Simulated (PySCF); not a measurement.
Delta-SCF ions had no search for a lower state. Excitations are Tamm–Dancoff values on a coarser integration grid. The basis has no diffuse functions, so Rydberg states are missing or too high.

## C2H3NSi, SMILES `C([SiH]=C)#N` (charge 0, multiplicity 1)

These are PySCF with PBE0-D3(BJ)/def2-TZVP values and carry that method's errors.

* **HOMO**: -7.29 eV
* **dipole moment**: 3.12 D
* **HOMO–LUMO gap**: 4.99 eV
* **LUMO**: -2.30 eV
* **S1 excitation (TDA)**: 5.15 eV
* **S1 oscillator strength**: 0.002
* **brightest of the four lowest singlets (TDA)**: 5.20 eV
* **T1 excitation (TDA)**: 2.36 eV
* **S1–T1 gap (TDA)**: 2.78 eV
* **vertical ionisation energy (Delta-SCF)**: 9.27 eV
* **total energy**: -421.9713 Ha
* **cost**: about 70 core-seconds (a rough figure)

Bonds (Å): C1–Si2 1.693, C1–H5 1.083, C1–H6 1.083, Si2–C3 1.825, Si2–H7 1.470, C3–N4 1.153. Bond angles (°): Si2–C1–H5 121.8, Si2–C1–H6 121.8, H5–C1–H6 116.4, C1–Si2–C3 120.4, C1–Si2–H7 127.3, C3–Si2–H7 112.3, Si2–C3–N4 178.6.
